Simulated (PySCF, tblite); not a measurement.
Isomers of C5H6F3 (doublet state). Method: GFN2-xTB as coded in tblite; computed harmonic values from a numerical Hessian at the method's own geometry, unscaled. Errors from tens to a few hundred cm⁻¹ against measured bands are possible. One conformer each. Open shells enter through the occupations alone, without spin polarisation, and single modes of such species can be off by tens of per cent.

Electronic energies: B3LYP/pcH-1 single points on the GFN2-xTB geometries (PySCF, gas phase).

```json
{"SMILES": "C[C@H]1C[C]1C(F)(F)F", "electronic energy, lowest = 0 (kcal/mol)": "9.1"}
{"SMILES": "C[C@@H]1[CH][C@H]1C(F)(F)F", "electronic energy, lowest = 0 (kcal/mol)": "9.9"}
{"SMILES": "C[C]1C[C@H]1C(F)(F)F", "electronic energy, lowest = 0 (kcal/mol)": "5.9"}
{"SMILES": "[CH2][C@@H]1C[C@H]1C(F)(F)F", "electronic energy, lowest = 0 (kcal/mol)": "0.0"}
```

Question: How do GFN2-xTB zero-point energies change the relative energies?

Answer: 
| SMILES | ZPE (kcal/mol) | of it from modes above 1550 cm⁻¹ | electronic (kcal/mol) | with ZPE, lowest = 0 (kcal/mol) | lowest mode (cm⁻¹) | rings |
| --- | --- | --- | --- | --- | --- | --- |
| [CH2][C@@H]1C[C@H]1C(F)(F)F | 60.9 | 26.7 | 0.0 | 0.0 | 42 | 1 |
| C[C]1C[C@H]1C(F)(F)F | 61.2 | 25.7 | 5.9 | 6.1 | 36 | 1 |
| C[C@H]1C[C]1C(F)(F)F | 61.5 | 26.0 | 9.1 | 9.7 | 25 | 1 |
| C[C@@H]1[CH][C@H]1C(F)(F)F | 61.2 | 26.2 | 9.9 | 10.2 | 33 | 1 |

The zero-point energies span 0.6 kcal/mol, from `[CH2][C@@H]1C[C@H]1C(F)(F)F` to `C[C@H]1C[C]1C(F)(F)F`. The order is unchanged.

Question: And how do the electronic energies of GFN2-xTB itself compare?

Answer: `[CH2][C@@H]1C[C@H]1C(F)(F)F` 0.0; `C[C]1C[C@H]1C(F)(F)F` 4.5; `C[C@H]1C[C]1C(F)(F)F` 7.9; `C[C@@H]1[CH][C@H]1C(F)(F)F` 10.1 kcal/mol, lowest = 0. Against the energies above, taken from the same isomer `[CH2][C@@H]1C[C@H]1C(F)(F)F`, the largest difference is 1.4 kcal/mol.

Question: What do entropy and thermal enthalpy add at 298.15 K and 1 bar (rigid rotor, harmonic oscillator, one conformer each)?

Answer: 
```csv
SMILES,point group,symmetry number,S (cal/(mol K)),H − H(0) (kcal/mol),ZPE + H − H(0) − TS (kcal/mol)
[CH2][C@@H]1C[C@H]1C(F)(F)F,C1,1,90.5,5.76,39.7
C[C]1C[C@H]1C(F)(F)F,C1,1,92.3,5.87,39.5
C[C@@H]1[CH][C@H]1C(F)(F)F,C1,1,91.8,5.84,39.6
```

S holds R ln(2S + 1) for the spin.

Not tabulated: `C[C@H]1C[C]1C(F)(F)F` (lowest mode only 24 cm⁻¹).
